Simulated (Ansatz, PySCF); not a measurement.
Species: CH$_{3}$Se$_{2}$ (charge 0, doublet). It need not be the lowest isomer of its formula. 
Geometry from a B3LYP-D3(BJ)/def2-TZVP (Ansatz, a first-principles code) optimisation:
```
C
H 1 1.0861
H 1 1.0861 2 110.76
H 1 1.0892 2 110.73 3 123.24
Se 1 1.9722 2 108.72 3 -119.39
Se 5 2.2540 1 102.79 2 60.33
```
Charge 0, spin multiplicity 2.

Quantity: atomisation energy (electronic, to ground-state atoms), in kcal/mol. Correlated levels leave the core frozen unless marked. UHF or UKS for open shells. Spin-orbit coupling is left out. The frozen core is the preceding noble-gas configuration, with the filled d and f shells of earlier blocks. Non-relativistic. The coupled-cluster limit lacks core correlation, which all-electron functionals hold. Basis-set limits of correlation are two-point, X^-3; Hartree-Fock from the larger set.

```
level                                program  atomisation energy (kcal/mol)
----------------------------  --------------  -----------------------------
r2SCAN-D4/def2-TZVPD          Ansatz + dftd4                          445.7
PBE0-D4/def2-TZVPD            Ansatz + dftd4                          444.1
PBE0/def2-TZVPD                       Ansatz                          441.5
r2SCAN0/def2-TZVPD                    Ansatz                          435.4
M06-2X/def2-TZVPD                      PySCF                          428.1
HSE06-D4/def2-TZVPD           Ansatz + dftd4                     (withheld)
B2GP-PLYP-D4/def2-TZVPD       Ansatz + dftd4                          430.9
CCSD(T)/CBS(cc-pVTZ,cc-pVQZ)          Ansatz                          438.1
```

Task: Fill in the missing entries.

Result: 
- HSE06-D4/def2-TZVPD, atomisation energy (kcal/mol): 444.4
